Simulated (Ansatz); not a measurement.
Basis-set extrapolation for CHAlClNO (`N=[C]1[O][Al]1[Cl]`) (PBE0-D4/def2-TZVP geometry, frozen core, Ansatz 0.2.0). Multiplicity 1, RHF reference.

```tsv
	def2-TZVPP	def2-QZVPP
HF	-869.307682	-869.334662
MP2 correlation	-0.841339	-0.909405
CCSD(T) correlation	-0.901058	not run
```

Energies in hartree. Use E(X) = E(∞) + A·exp(−7.88·√X) for Hartree–Fock and E(X) = E(∞) + B·X^(−2.97) for correlation, with X = 3 and 4, and add CCSD(T) minus MP2 of the smaller set to the MP2 limit.

Q: What is the CCSD(T) energy at the basis-set limit?

A: HF limit: -869.334662 + (-0.026980) × 0.13774 = -869.33838. MP2 limit: -0.909405 + (-0.068066) × 0.74074 = -0.95982. Higher-order term: -0.901058 − (-0.841339) = -0.05972. Total: -870.35792 hartree, 391.7 kJ/mol below CCSD(T)/def2-TZVPP.
